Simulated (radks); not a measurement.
Results of a calculation; reference values are marked as such.
The rhodium ion Rh8+ is in [Kr] 4d(3/2: 1, 5/2: 0). Code: a radial shooting solver on a logarithmic mesh with Libxc functionals. Model: Dirac Kohn-Sham, BLYP, spin-unpolarised, spherical densities, finite nucleus; Fermi nuclear charge, rms radius of each element as measured or else 0.836 A^(1/3) + 0.57 fm. Sub-shells are occupied by j as written (lower j first in brackets). One electron is removed from 4p3/2, 4d3/2, 4p1/2, 4s1/2 in turn, with full relaxation. Which removal costs least, and what does each cost?

Answer. 4d3/2 135.14 eV; 4p3/2 186.34 eV; 4p1/2 191.25 eV; 4s1/2 222.98 eV. The 4d3/2 electron leaves first.
